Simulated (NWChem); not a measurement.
What each level costs for H₄Al (-1)

```xyz
5

Al     0.0000     0.0000     0.0000
H      0.0000    -1.3442    -0.9505
H      0.0000     1.3442    -0.9505
H      1.3443     0.0000     0.9505
H     -1.3443     0.0000     0.9505
```
Charge -1, spin multiplicity 1.

Program: NWChem. The geometry was optimised at B3LYP/def2-SVP, a minimum by its harmonic frequencies.

Basis set: aug-cc-pVTZ (142 functions). Each entry is one whole single-point run; the coupled-cluster runs use the TCE module, and the SCF and DFT modules converge to different thresholds.

The correlated methods keep 5 core orbitals frozen. B3LYP has NWChem's definition, with VWN1-RPA local correlation. The structure started from a generated list of species. The anion's geometry comes from a basis without diffuse functions.

Q: Roughly how much processor time does each of these take, relative to RHF: MP2, B2PLYP, PBE, B3LYP, PBE0, CR-CCSD(T)?

A: PBE0 about the same, within a factor of 3; PBE about the same, within a factor of 3; B3LYP about the same, within a factor of 3; MP2 about the same, within a factor of 3; B2PLYP about the same, within a factor of 3; CR-CCSD(T) about 20 (rough ratios from shared machines).
